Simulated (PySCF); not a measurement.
An unknown gives this computed stick spectrum. Method: TDDFT CAM-B3LYP/def2-SVPD, vertical, gas phase, core orbitals frozen in the response in PySCF. Geometries: GFN2-xTB, one conformer each. Ions are computed without counter-ions or solvent.

```csv
state,E (eV),f,"main configurations (H = HOMO, L = LUMO)"
S1,6.40,0.019,"H→L (66%), H→L+1 (23%)"
S2,6.48,0.0047,"H-1→L+1 (47%), H-1→L (36%), H→L+1 (8%)"
S3,6.94,0.062,"H→L+1 (56%), H-1→L (13%), H→L (12%)"
S4,7.41,0.197,"H-1→L+1 (34%), H-1→L (33%), H→L (10%)"
S5,7.52,0.041,"H-2→L (29%), H-5→L (14%), H-2→L+1 (12%)"
S6,8.05,0.037,"H-2→L (42%), H-2→L+1 (31%)"
S7,8.27,0.071,H→L+2 (70%)
S8,8.42,0.0079,"H-3→L (68%), H-3→L+1 (23%)"
```

Triplets computed (Tamm–Dancoff): 4.80, 5.67, 5.97 eV.

Question: Which candidate is it? All have the formula [C6H12P]+.
A. `CC1=C[P@@H+]1C(C)C`
B. `C=C(C)[PH2+]C1CC1`
C. `CC#C[P@@H+](C)CC`
D. `C=C[C@@H]1C[PH2+][C@@H]1C`

Answer: A. Its S1 lies at 6.40 eV; the nearest of the others has S1 at 6.00 eV. S1 is HOMO→LUMO (66%), HOMO→LUMO+1 (23%). Löwdin shares by element: HOMO carbon 55% or more, phosphorus 14% (atoms not listed hold the other 31%); LUMO carbon 40% or more, phosphorus 29%, hydrogen 10% or more (atoms not listed hold the other 21%). At the same level the other candidates give, for their lowest levels:
- `C=C(C)[PH2+]C1CC1`: 6.97 eV (f 0.280); 7.37 eV (f 0.029); 7.42 eV (f 0.001); 7.68 eV (f 0.001); 7.99 eV (f 0.013); T1 4.22 eV; HOMO -13.86, LUMO -4.12 eV
- `CC#C[P@@H+](C)CC`: 5.80 eV (f 0.000); 6.04 eV (f 0.002); 6.04 eV (f 0.005); 8.07 eV (f 0.523); 8.15 eV (f 0.043); T1 4.87 eV; HOMO -13.78, LUMO -3.66 eV
- `C=C[C@@H]1C[PH2+][C@@H]1C`: 6.00 eV (f 0.061); 6.99 eV (f 0.016); 7.18 eV (f 0.008); 7.37 eV (f 0.021); 7.57 eV (f 0.019); T1 4.46 eV; HOMO -12.90, LUMO -4.41 eV

The values belong to the conformer `[CH3:1][C:2]1=[CH:3][P@@H+:4]1[CH:5]([CH3:6])[CH3:7]`: C3–P4–C5–C6 90°.
